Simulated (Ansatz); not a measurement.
Ansatz results at the PBE0-D4/def2-TZVP geometry: HOMO–LUMO gap (PBE/def2-TZVPP) 4.33 eV; size of the dipole moment (B3LYP/def2-TZVPP) 2.09 D; HOMO–LUMO gap (PBE0/def2-TZVPP) 6.42 eV.

Each molecule was computed in one conformer, which needn't be the lowest.

Question: Which molecule gave them?
A. `CNBB(O)S`
B. `S=CBS`
C. `FC[SiH2]BS`
D. `F[Si]1([SiH3])C[SiH2]1`

Answer: A. The others give `S=CBS`: 1.29, 0.58, 3.35; `F[Si]1([SiH3])C[SiH2]1`: 3.47, 1.65, 5.24; `FC[SiH2]BS`: 3.96, 2.95, 6.26.

B3LYP here is the variant with VWN-RPA as its local correlation; programs differ in this.
